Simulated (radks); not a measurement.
Question: All-electron atom: Rb6+ in [Ar] 3d(3/2: 3, 5/2: 6) 4s2 4p(1/2: 2, 3/2: 0) (not the ground configuration). Method: Dirac Kohn-Sham, PBE, spin-unpolarised, spherical densities, finite nucleus; Fermi nuclear charge, rms radius 4.2036 fm; computed with a radial shooting solver on a logarithmic mesh with Libxc functionals.

Spin-orbit splittings of the eigenvalues, e(l+1/2) - e(l-1/2), with zeta = 2 splitting/(2l+1) and mean radii in bohr:

| shell | occ. | splitting (eV) | zeta (eV) | <r> j=l-1/2 | <r> j=l+1/2 |
|---|---|---|---|---|---|
| 2p | 6 | 60.81 | 40.54 | 0.1522 | 0.1563 |
| 3p | 6 | 9.421 | 6.280 | 0.5042 | 0.5140 |
| 3d | 9 | 1.648 | 0.6590 | 0.5047 | 0.5081 |
| 4p | 2 | ? | ? | 1.370 | 1.390 |

Estimate the 4p splitting.

Answer: 1.500 eV (zeta = 1.000 eV).
